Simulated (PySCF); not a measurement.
SMILES [SiH2]([SiH3])CCC, GFN2-xTB optimised geometry.

```
17

C      1.53    -0.33     2.42
C      1.86    -0.02     0.97
C      1.23    -1.01     0.00
Si    -0.68    -1.01     0.00
Si    -1.52     1.14     0.00
H      0.46    -0.23     2.60
H      1.82    -1.34     2.67
H      2.05     0.36     3.09
H      2.95    -0.03     0.85
H      1.52     0.99     0.73
H      1.60    -2.01     0.23
H      1.58    -0.78    -1.01
H     -1.09    -1.78    -1.19
H     -1.15    -1.81     1.14
H     -1.36     1.82     1.29
H     -2.95     1.18    -0.30
H     -0.87     2.01    -0.99
```

Density from PBE/def2-SVP in PySCF 2.14.0 at that geometry.

Minimum of the electron density along straight lines between bonded atoms, close to the bond critical point (lines longer than 1.1 times the sum of covalent radii, or with two minima, are not listed):

```csv
bond,length / Å,ρ at the minimum / e bohr⁻³,∇²ρ there / e bohr⁻⁵,position (fraction from the first atom)
C1–C2,1.522,0.242,-0.53,0.50
C2–C3,1.526,0.238,-0.51,0.50
C3–Si4,1.910,0.109,0.29,0.62
C1–H6,1.088,0.274,-0.98,0.63
C1–H7,1.088,0.274,-0.98,0.63
C1–H8,1.088,0.274,-0.98,0.63
C2–H9,1.095,0.273,-0.97,0.62
C2–H10,1.094,0.273,-0.96,0.62
C3–H11,1.092,0.269,-0.94,0.63
C3–H12,1.093,0.269,-0.94,0.62
Si4–H13,1.472,0.114,0.31,0.49
Si4–H14,1.472,0.114,0.31,0.49
Si5–H15,1.468,0.114,0.31,0.49
Si5–H16,1.465,0.115,0.32,0.49
Si5–H17,1.468,0.114,0.31,0.49
```
